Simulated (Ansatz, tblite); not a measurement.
Cost and result up the ladder for the cluster OsO2⁻ (the lowest doublet isomer of a short search) (3 atoms). The state is a doublet with charge -1. Geometry: PBE0-D4/def2-TZVPD.

```xyz
3

Os    0.083    0.272   -0.043
O     0.822   -0.611   -1.318
O    -0.905    0.339    1.361
```

Ansatz on 4 threads of Arm Neoverse V2 on a shared host; xTB runs through tblite on one thread. Times are rough, summed over both states, and most runs start from the orbitals of an earlier one. PBE0-D4/def2-TZVPD serves as the yardstick here, not as an exact answer. The other state is a triplet.

In the def2 sets Os takes a core potential; there is no spin–orbit coupling. The xTB rows come from tblite. The structure comes from a short search, and lower isomers may exist.

Raw xTB energies of ions are shifted by several eV, and xTB has no spin-polarisation term.

```json
{"level": "GFN2-xTB", "functions": "17", "wall time": "0.004 s", "vertical IE (eV)": "7.81", "difference from PBE0-D4/def2-TZVPD (eV)": "5.02", "remarks": "–"}
{"level": "GFN1-xTB", "functions": "17", "wall time": "0.005 s", "vertical IE (eV)": "9.12", "difference from PBE0-D4/def2-TZVPD (eV)": "6.33", "remarks": "–"}
{"level": "PBE-D4/def2-TZVPD", "functions": "123", "wall time": "6 s", "vertical IE (eV)": "2.74", "difference from PBE0-D4/def2-TZVPD (eV)": "-0.04", "remarks": "HOMO above zero (-1 doublet)"}
{"level": "PBE0-D4/def2-TZVPD", "functions": "123", "wall time": "9.9 s", "vertical IE (eV)": "2.78", "difference from PBE0-D4/def2-TZVPD (eV)": "0.00", "remarks": "–"}
{"level": "r2SCAN-D4/def2-TZVPD", "functions": "123", "wall time": "14 s", "vertical IE (eV)": "2.67", "difference from PBE0-D4/def2-TZVPD (eV)": "-0.12", "remarks": "HOMO above zero (-1 doublet)"}
```
